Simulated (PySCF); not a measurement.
Isomers of C5H10O2, from PBE0-D3(BJ)/def2-SVP geometry optimisation, gas phase (PySCF 2.14.0). One conformer each, no zero-point energy, no frequencies.

Question: Which isomer lies lower at this level?
A. `[CH3:1][O:2][C:3](=[O:4])[CH:5]([CH3:6])[CH3:7]` with C1–O2–C3–O4 -1°, O2–C3–C5–C6 171°: A = 4711, B = 1850, C = 1467 MHz, dipole 1.73 D
B. `[CH3:1][CH:2]([CH3:3])[CH2:4][O:5][CH:6]=[O:7]` with C1–C2–C4–O5 -58°, C2–C4–O5–C6 -85°, C4–O5–C6–O7 0°: A = 4675, B = 1605, C = 1424 MHz, dipole 1.76 D

Answer: A. That is `CC(C)C(=O)OC`, 4.0 kcal/mol below the other.

```tsv
SMILES	mapped SMILES	E (Eh)	relative (kcal/mol)	relative (kJ/mol)	dipole (D)
COC(=O)C(C)C	[CH3:1][O:2][C:3](=[O:4])[CH:5]([CH3:6])[CH3:7]	-346.37581	0.0	0.0	1.73
CC(C)COC=O	[CH3:1][CH:2]([CH3:3])[CH2:4][O:5][CH:6]=[O:7]	-346.36941	4.0	16.8	1.76
```
